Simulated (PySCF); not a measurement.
C₄H₂NO₃ (charge -1).
Structure used (GFN2-xTB), in Å, numbered top down from 1:
```
atom  x, y, z in Å
O1     2.5682   -1.1920   -0.4911
C2     1.9197   -0.1645   -0.2998
O3     2.2852    1.0170   -0.2430
C4     0.3730   -0.3324   -0.0882
C5    -0.5193    0.7607    0.1452
C6    -1.7337    0.1748    0.2692
O7    -1.6207   -1.1578    0.1277
N8    -0.2899   -1.4508   -0.0952
H9    -0.2517    1.7947    0.2023
H10   -2.7219    0.5550    0.4504
```

Vertical excitations from PySCF (density fitting, frozen core in the response, grid level 2 and gas phase unless stated; continuum runs use non-equilibrium linear response for the excitations) on a GFN2-xTB geometry. Reference run:

| settings | S1, eV (f) | S2, eV (f) | S3, eV (f) | S4, eV (f) | S5, eV (f) | S6, eV (f) | T1, eV (Tamm–Dancoff) | mean α (au) |
| --- | --- | --- | --- | --- | --- | --- | --- | --- |
| PBE0/MINI, TDA, 25 singlets | 2.11 (0.000) | 2.58 (0.000) | 2.61 (0.004) | 3.64 (0.000) | 4.25 (0.002) | 4.78 (0.013) | 2.04 | 33.4 |

Problem. What do these settings give: wB97X/ANO-RCC-VDZP, fitting basis def2-qzvpp-jkfit, TDA, 1 singlet?

Solution. 
| settings | S1, eV (f) | S2, eV (f) | S3, eV (f) | S4, eV (f) | S5, eV (f) | S6, eV (f) | T1, eV (Tamm–Dancoff) | mean α (au) |
| --- | --- | --- | --- | --- | --- | --- | --- | --- |
| wB97X/ANO-RCC-VDZP, fitting basis def2-qzvpp-jkfit, TDA, 1 singlet | 5.00 (0.000) | – | – | – | – | – | – | 55.7 |

S1 moves by +2.89 eV; functional and basis change together, so the shift can't be laid on one. States are counted by energy in each run and needn't keep their character from row to row.

ANO-RCC sets were contracted for a scalar-relativistic Hamiltonian, but ran non-relativistically here.

Problem. Which orbital pairs make up S1 in each run, and how does it sit against the orbital gap?

Solution. 
```tsv
settings	S1 configurations (weight)	S1 (eV)	orbital gap (eV)	S1 − gap (eV)
PBE0/MINI, TDA, 25 singlets	H→L 0.98	2.11	3.16	-1.05
wB97X/ANO-RCC-VDZP, fitting basis def2-qzvpp-jkfit, TDA, 1 singlet	H→L+1 0.59, H→L+3 0.30	5.00	9.56	-4.56
```

